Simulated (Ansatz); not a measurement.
Input file for Ansatz (a quantum-chemistry and plane-wave program): R-CCSD(T)/aug-cc-pVTZ on BeH3N (SMILES [BeH][NH2]), atoms moved off the minimum.

Ansatz 0.2 input:
```yaml
crystal:
  periodic: [false, false, false]
  atoms:
    - {symbol: Be, position_ang: [-0.54318616, -0.06256439, -0.75881432]}
    - {symbol: H, position_ang: [-1.31052173, -0.24762795, -1.71815607]}
    - {symbol: N, position_ang: [0.32173267, 0.07271609, 0.43335231]}
    - {symbol: H, position_ang: [0.92129938, -0.70569177, 0.73682458]}
    - {symbol: H, position_ang: [0.31222801, 0.82011509, 0.97446097]}
basis:
  gaussian:
    orbitals: aug-cc-pVTZ
magnetization: {spin_polarized: false}
correlation: {method: ccsd_t, electrons: outside_noble_gas}
scf: {lower_state_search: off}
output: {forces: true}
```

Q: Predict the final total energy.

A: -71.1795 hartree (reference determinant -70.8773, T1 diagnostic 0.009).

Q: How many basis functions does it have, and what does it roughly cost on one machine?

A: 161 functions; roughly 2.4 core-minutes.
